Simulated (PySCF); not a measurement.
Correlation energy of Sr (strontium, neutral)

[Kr] 5s2, closed-shell 1S. All numbers are calculated (PySCF 2.14, scalar relativity through the core potential, in def2-TZVP with the def2 core potential (28 electrons) (6s4p3d, 33 functions)). Frozen: 4s2 4p6; 2 electrons correlated.

Total MP2 correlation energy: -17.37 mhartree.

Same-spin part 0.00 and opposite-spin part -17.37 mhartree; SCS-MP2 scales them by 1/3 and 6/5 to -20.84 mhartree.

With two correlated electrons CCSD is exact within the correlated space (frozen core and kept virtual orbitals).

| level | correlation energy (mhartree) |
| --- | --- |
| CCSD | -25.68 |

Diagnostics: T1 = 0.014, D1 = 0.0194, largest double amplitude 0.121.

Cost of the coupled-cluster step: 0.08 s of wall time on 1 thread of Neoverse-V1 (shared host), for 2 correlated electrons.
